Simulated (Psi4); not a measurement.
C6H15Sb, triplet, at the geometry of the source list (a higher spin typed on purpose: for a closed-shell molecule this is an excited state) (all electrons, no relativity); HF/3-21G in Psi4.

The Psi4 input:
```
memory 2 GB

molecule {
0 3
Sb    0.22660000   -0.24530000    1.54180000
C     1.65530000    0.97220000    0.37820000
C     1.11500000    1.62080000   -0.87920000
H     2.48960000    0.31090000    0.14110000
H     2.02750000    1.73830000    1.05860000
H     0.30990000    2.31470000   -0.64430000
H     0.73720000    0.87770000   -1.57800000
H     1.90460000    2.17990000   -1.38180000
C    -1.59250000    0.16490000    0.38280000
C    -2.34730000    1.37390000    0.90020000
H    -2.21400000   -0.72810000    0.45650000
H    -1.31980000    0.30780000   -0.66120000
H    -1.73380000    2.27330000    0.84060000
H    -2.64180000    1.23470000    1.94100000
H    -3.24920000    1.54160000    0.31030000
C     0.67430000   -2.14650000    0.52520000
C     0.58930000   -2.11770000   -0.98640000
H    -0.01910000   -2.88400000    0.92930000
H     1.67760000   -2.43180000    0.84110000
H     1.30300000   -1.41000000   -1.40390000
H    -0.41090000   -1.84410000   -1.31650000
H     0.81850000   -3.10320000   -1.39550000
}

set {
  basis 3-21g
  reference uhf
  scf_type pk
}

energy('scf')
print_variables()
```

Question: Predict the main parts of the log of this Psi4 run.

Answer: 
```
   => Loading Basis Set <=

    Name: 3-21G
    Role: ORBITAL
    Keyword: BASIS

         ---------------------------------------------------------
                                   SCF
               by Justin Turney, Rob Parrish, Andy Simmonett
                          and Daniel G. A. Smith
                              UHF Reference
         ---------------------------------------------------------

  ==> Geometry <==

    Molecular point group: c1
    Full point group: C1

    Geometry (in Angstrom), charge = 0, multiplicity = 3:

       Center              X                  Y                   Z               Mass
    ------------   -----------------  -----------------  -----------------  -----------------
         SB           0.091023452954    -0.096921606711     0.636210411108   120.903812000000
         C            1.519723452954     1.120578393289    -0.527389588892    12.000000000000
         C            0.979423452954     1.769178393289    -1.784789588892    12.000000000000
         H            2.354023452954     0.459278393289    -0.764489588892     1.007825032230
         H            1.891923452954     1.886678393289     0.153010411108     1.007825032230
         H            0.174323452954     2.463078393289    -1.549889588892     1.007825032230
         H            0.601623452954     1.026078393289    -2.483589588892     1.007825032230
         H            1.769023452954     2.328278393289    -2.287389588892     1.007825032230
         C           -1.728076547046     0.313278393289    -0.522789588892    12.000000000000
         C           -2.482876547046     1.522278393289    -0.005389588892    12.000000000000
         H           -2.349576547046    -0.579721606711    -0.449089588892     1.007825032230
         H           -1.455376547046     0.456178393289    -1.566789588892     1.007825032230
         H           -1.869376547046     2.421678393289    -0.064989588892     1.007825032230
         H           -2.777376547046     1.383078393289     1.035410411108     1.007825032230
         H           -3.384776547046     1.689978393289    -0.595289588892     1.007825032230
         C            0.538723452954    -1.998121606711    -0.380389588892    12.000000000000
         C            0.453723452954    -1.969321606711    -1.891989588892    12.000000000000
         H           -0.154676547046    -2.735621606711     0.023710411108     1.007825032230
         H            1.542023452954    -2.283421606711    -0.064489588892     1.007825032230
         H            1.167423452954    -1.261621606711    -2.309489588892     1.007825032230
         H           -0.546476547046    -1.695721606711    -2.222089588892     1.007825032230
         H            0.682923452954    -2.954821606711    -2.301089588892     1.007825032230

  Running in c1 symmetry.

  Rotational constants: A =      0.04976  B =      0.04085  C =      0.03635 [cm^-1]
  Rotational constants: A =   1491.65213  B =   1224.63410  C =   1089.61776 [MHz]
  Nuclear repulsion =  731.427290387152880

  Charge       = 0
  Multiplicity = 3
  Electrons    = 102
  Nalpha       = 52
  Nbeta        = 50

  ==> Algorithm <==

  SCF Algorithm Type is PK.
  DIIS enabled.
  MOM disabled.
  Fractional occupation disabled.
  Guess Type is SAD.
  Energy threshold   = 1.00e-06
  Density threshold  = 1.00e-06
  Integral threshold = 1.00e-12

  ==> Primary Basis <==

  Basis Set: 3-21G
    Blend: 3-21G
    Number of shells: 73
    Number of basis functions: 117
    Number of Cartesian functions: 117
    Spherical Harmonics?: false
    Max angular momentum: 2

  ==> Integral Setup <==

  Using in-core PK algorithm.
   Calculation information:
      Number of atoms:                  22
      Number of AO shells:              73
      Number of primitives:            132
      Number of atomic orbitals:       117
      Number of basis functions:       117

      Integral cutoff                 1.00e-12
      Number of threads:                 1

  Performing in-core PK
  Using 47658312 doubles for integral storage.
  We computed 2491360 shell quartets total.
  Whereas there are 3649051 unique shell quartets.

  ==> DiskJK: Disk-Based J/K Matrices <==

    J tasked:                  Yes
    K tasked:                  Yes
    wK tasked:                  No
    Schwarz Cutoff:          1E-12

  Minimum eigenvalue in the overlap matrix is 1.2588290245E-03.
  Reciprocal condition number of the overlap matrix is 2.5813110207E-04.
    Using symmetric orthogonalization.

  ==> Pre-Iterations <==

  SCF Guess: Superposition of Atomic Densities via on-the-fly atomic UHF (no occupation information).

   -------------------------
    Irrep   Nso     Nmo
   -------------------------
     A        117     117
   -------------------------
    Total     117     117
   -------------------------

  ==> Iterations <==

                        Total Energy        Delta E     RMS |[F,P]|

   @UHF iter SAD: -6515.67685659402196   -6.51568e+03   0.00000e+00
   @UHF iter   1: -6520.28713704023994   -4.61028e+00   6.21170e-03 ADIIS/DIIS
   @UHF iter   2: -6520.57678205414049   -2.89645e-01   1.42860e-03 ADIIS/DIIS
   @UHF iter   3: -6520.59509544152388   -1.83134e-02   3.29016e-04 ADIIS/DIIS
   @UHF iter   4: -6520.59711554166824   -2.02010e-03   1.41507e-04 ADIIS/DIIS
   @UHF iter   5: -6520.59750926718880   -3.93726e-04   5.69884e-05 DIIS
   @UHF iter   6: -6520.59766110320379   -1.51836e-04   3.54079e-05 DIIS
   @UHF iter   7: -6520.59773468432468   -7.35811e-05   2.48044e-05 DIIS
   @UHF iter   8: -6520.59778863434803   -5.39500e-05   1.51781e-05 DIIS
   @UHF iter   9: -6520.59781567830760   -2.70440e-05   6.70634e-06 DIIS
   @UHF iter  10: -6520.59782017458656   -4.49628e-06   3.84128e-06 DIIS
   @UHF iter  11: -6520.59782129484938   -1.12026e-06   2.05987e-06 DIIS
   @UHF iter  12: -6520.59782176201588   -4.67167e-07   1.00178e-06 DIIS
   @UHF iter  13: -6520.59782184992855   -8.79127e-08   5.71039e-07 DIIS
  Energy and wave function converged.

  ==> Post-Iterations <==

   @Spin Contamination Metric:   1.699188752E-02
   @S^2 Expected:                2.000000000E+00
   @S^2 Observed:                2.016991888E+00
   @S   Expected:                1.000000000E+00
   @S   Observed:                1.000000000E+00

    Orbital Energies [Eh]
    ---------------------

    Alpha Occupied:

[...]
      52A     -0.128110

    Alpha Virtual:

[...]
    Beta Occupied:

[...]
    Beta Virtual:

[...]
     117A    218.357079

    Final Occupation by Irrep:
              A
    DOCC [    50 ]
    SOCC [     2 ]
    NA   [    52 ]
    NB   [    50 ]

  @UHF Final Energy: -6520.59782184992855

   => Energetics <=

    Nuclear Repulsion Energy =            731.4272903871528797
    One-Electron Energy =              -10436.4731373988688574
    Two-Electron Energy =                3184.4480251617869726
    Total Energy =                      -6520.5978218499285504

  UHF NO Occupations:
  HONO-2 :   50  A 1.9946175
  HONO-1 :   51  A 1.0000000
  HONO-0 :   52  A 1.0000000
  LUNO+0 :   53  A 0.0053825
  LUNO+1 :   54  A 0.0014527
  LUNO+2 :   55  A 0.0007690
  LUNO+3 :   56  A 0.0003344

Computation Completed

Properties will be evaluated at   0.000000,   0.000000,   0.000000 [a0]

Properties computed using the SCF density matrix

 Multipole Moments:

 ------------------------------------------------------------------------------------
     Multipole            Electronic (a.u.)      Nuclear  (a.u.)        Total (a.u.)
 ------------------------------------------------------------------------------------

 L = 1.  Multiply by 2.5417464519 to convert [e a0] to [Debye]
 Dipole X            :          3.8951115           -3.8329462            0.0621653
 Dipole Y            :         -4.1434490            4.1717521            0.0283030
 Dipole Z            :         25.8447831          -25.8443444            0.0004387
 Magnitude           :                                                    0.0683065

 ------------------------------------------------------------------------------------

  Variable Map:
  ----------------------------------------------------------------------------
[...]
  Array Variable Map:
  ----------------------------------------------------------------------------
[...]
[...]
```
